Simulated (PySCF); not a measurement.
# Worked example: dipole moment from atomic charges

C₄HCl₂F, SMILES C#CC(F)=C(Cl)Cl. Atoms are numbered in the order given.

```xyz
8

C     -0.1574     3.1261     0.0000
C      0.2185     1.9732     0.0000
C      0.6859     0.6364     0.0000
F      2.0047     0.4737     0.0000
C     -0.1102    -0.4559     0.0000
Cl    -1.8143    -0.3299     0.0000
Cl     0.5574    -2.0283     0.0000
H     -0.4960     4.1464     0.0000
```

Geometry: PBE0-D3(BJ)/def2-SVP. The structure was generated by enumeration, and PubChem lists no compound with its InChIKey, so it may never have been made.

Charges (e) from PBE/def2-TZVP in PySCF:

```
atom  ESP fit     IAO
----  -------  ------
C1     -0.348  -0.183
C2     -0.096  -0.047
C3      0.484   0.239
F4     -0.169  -0.227
C5     -0.291  -0.117
Cl6     0.060   0.061
Cl7     0.054   0.060
H8      0.306   0.213
```

The dipole moment of the full density is 1.32 D.

Problem. What dipole moment does each set of point charges give, and which comes closer to that of the density?

Solution. 
μ = Σ q r, and 1 e Å = 4.8032 D.
ESP fit: Σ q r = (-0.171, 0.223, 0.000) e Å, |μ| = 1.35 D.
IAO: Σ q r = (-0.443, 0.174, 0.000) e Å, |μ| = 2.29 D.
ESP fit comes closer in size. Point charges leave out the atoms' own dipoles (lone pairs, polarised bonds); fits to the potential absorb them, partitions of the density don't.
